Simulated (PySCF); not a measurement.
**How the method changes the constants of CaSi⁻**

State: ⁴Σ⁻ (quartet), unpaired electrons σ ↑, π ↑↑. Set-up: Ca aug-pcseg-1, Si aug-pcseg-1; no relativity (PySCF 2.14). De refers to Ca + Si⁻ in their high-spin ground configurations, without counterpoise correction. The functionals are run spin-unrestricted. A positive dipole points towards Si; it is taken about the centre of mass and depends on that origin.

```tsv
Level	Re (Å)	ωe (cm⁻¹)	De (eV)	μ (D)	CPU s a point (SCF and correlation, without the integrals)
UHF	3.165	170	n/a	2.20	0.47
UHF-MP2	3.085	191	1.07	n/a	0.63
UHF-SCS-MP2	3.093	191	n/a	n/a	n/a
UHF-CCSD	3.099	188	1.11	n/a	n/a
UHF-CCSD(T)	3.086	191	1.15	n/a	11
PBE	2.897	228	1.46	0.03	1.3
BP86	2.896	228	1.42	-0.10	0.85
r²SCAN	2.911	226	1.49	0.67	1.8
B3LYP	2.947	212	1.19	-0.03	1.5
PBE0	2.938	216	1.35	0.48	2.1
BHandHLYP	3.001	199	n/a	0.51	1.1
```

Which functional lies closest to UHF-CCSD(T) in De, which farthest, and by how much do they differ from it?

Closest is B3LYP (-13.9 pm in Re, +11.0 % in ωe, +0.04 eV in De against UHF-CCSD(T) in the same basis), farthest r²SCAN (-17.5 pm in Re, +18.3 % in ωe, +0.34 eV in De). CCSD(T) converges more slowly with the basis than the functionals do and binds too weakly in this one, so the order can change at the basis-set limit.

What does a quarter of exact exchange do here, going from PBE to PBE0?

PBE0 less PBE: +4.1 pm in Re, -5.3 % in ωe, -0.11 eV in De. Exact exchange removes part of the self-interaction that spreads semilocal densities, and in most molecules shortens and stiffens the bond and lowers De; here Re and ωe go the other way.

What does the step from GGA to meta-GGA do here, going from PBE to r²SCAN?

r²SCAN less PBE: +1.4 pm in Re, -0.9 % in ωe, +0.03 eV in De. 

Correlated steps freeze 10 core orbitals. Correlated levels converge slowly with the basis: in double zeta they bind strong bonds too weakly, by up to about 1 eV, and carry superposition errors of some tenths. For an ion De counts to the pair picked by the measured ionisation energies or electron affinities, which need not be the lowest pair at this level. The highest Kohn–Sham level is positive in this anion. Much of that is self-interaction error, but it also means that the finite basis helps to hold the extra electron. The state was picked by a PBE0 search and need not be the measured ground state.

The whole job (state search and all levels along the bond) took about 4.2 min on 1 thread of Oxide Virtual Turin-like (shared host), peak memory 0.87 GiB.
